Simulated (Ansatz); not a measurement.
1-ethyl-3-methylimidazolium hexafluorophosphate, `CCn1cc[n+](C)c1.F[P-](F)(F)(F)(F)F`. The state is a singlet with charge 0. Geometry r2SCAN-D4/def2-SVP.

```xyz
26

C    -0.744    2.642    0.170
C    -1.588    1.515    0.742
N    -1.445    0.282   -0.047
C    -1.772    0.134   -1.380
C    -1.299   -1.087   -1.774
N    -0.700   -1.662   -0.672
C     0.147   -2.848   -0.687
C    -0.787   -0.809    0.354
H    -0.848    3.528    0.815
H    -1.071    2.922   -0.843
H     0.314    2.349    0.145
H    -1.258    1.268    1.758
H    -2.661    1.768    0.770
H    -2.313    0.899   -1.932
H    -1.341   -1.591   -2.736
H    -0.231   -3.544   -1.446
H     0.125   -3.323    0.301
H     1.180   -2.539   -0.901
H    -0.301   -0.936    1.319
F     1.097    0.702    1.735
P     2.412    0.158    0.869
F     1.456    0.180   -0.494
F     1.873   -1.389    1.150
F     2.837    1.691    0.572
F     3.633   -0.423   -0.012
F     3.283    0.112    2.222
```

Question: Estimate the orbital energies around the gap (eV) in Ansatz with HF/STO-3G, PBE-D4/def2-SVP, PBE-D4/def2-TZVP, r2SCAN-D4/def2-TZVP, PBE0-D4/def2-TZVP.

Answer: 
| orbital | HF/STO-3G | PBE-D4/def2-SVP | PBE-D4/def2-TZVP | r2SCAN-D4/def2-TZVP | PBE0-D4/def2-TZVP |
| --- | --- | --- | --- | --- | --- |
| HOMO−13 | -10.20 | -9.25 | -9.70 | -10.22 | -11.59 |
| HOMO−12 | -10.17 | -9.23 | -9.59 | -9.98 | -11.15 |
| HOMO−11 | -9.72 | -8.96 | -9.12 | -9.49 | -10.73 |
| HOMO−10 | -9.16 | -8.18 | -8.38 | -8.90 | -10.51 |
| HOMO−9 | -9.16 | -7.95 | -8.37 | -8.89 | -10.48 |
| HOMO−8 | -9.14 | -7.90 | -8.33 | -8.84 | -10.48 |
| HOMO−7 | -8.47 | -7.85 | -8.28 | -8.82 | -10.45 |
| HOMO−6 | -8.46 | -7.76 | -8.24 | -8.80 | -10.44 |
| HOMO−5 | -8.45 | -7.76 | -8.23 | -8.78 | -10.29 |
| HOMO−4 | -8.38 | -7.73 | -8.10 | -8.42 | -9.52 |
| HOMO−3 | -8.37 | -7.19 | -7.34 | -7.86 | -9.49 |
| HOMO−2 | -8.31 | -6.87 | -7.31 | -7.83 | -9.45 |
| HOMO−1 | -7.21 | -6.82 | -7.25 | -7.80 | -9.38 |
| HOMO | -7.19 | -6.80 | -7.20 | -7.46 | -8.38 |
| LUMO | 5.17 | -1.99 | -2.13 | -1.96 | -1.15 |
| LUMO+1 | 6.69 | -1.50 | -1.66 | -1.43 | -0.64 |
| LUMO+2 | 12.20 | 0.28 | -0.11 | 0.64 | 0.72 |
| LUMO+3 | 13.56 | 0.65 | 0.10 | 0.91 | 0.89 |
| LUMO+4 | 14.18 | 1.11 | 0.48 | 1.19 | 1.34 |
| LUMO+5 | 14.66 | 1.29 | 0.81 | 1.42 | 1.69 |
